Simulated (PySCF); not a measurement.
Al(AsH2)2(F) (AlAs2FH4), SMILES [F][Al]([AsH2])[AsH2]. The structure is a stationary point at PBE-D3(BJ)/def2-SVP. The structure was generated by enumeration; whether it is a known compound was not checked.

Problem. Give the equilibrium geometry at PBE-D3(BJ)/def2-SVP (PySCF confirms it by a frequency run) as a Z-matrix, and its point group. (The exact figures need the calculation; the answer reports its results.)

Solution. point group C2.
```
Al
F 1 1.6882
As 1 2.4457 2 115.94
H 3 1.5428 1 88.86 2 147.06
H 3 1.5429 4 91.75 1 87.80
As 1 2.4457 2 115.94 5 153.41
H 6 1.5428 1 88.86 2 147.06
H 6 1.5429 7 91.75 1 87.80
```
Charge 0, spin multiplicity 1.
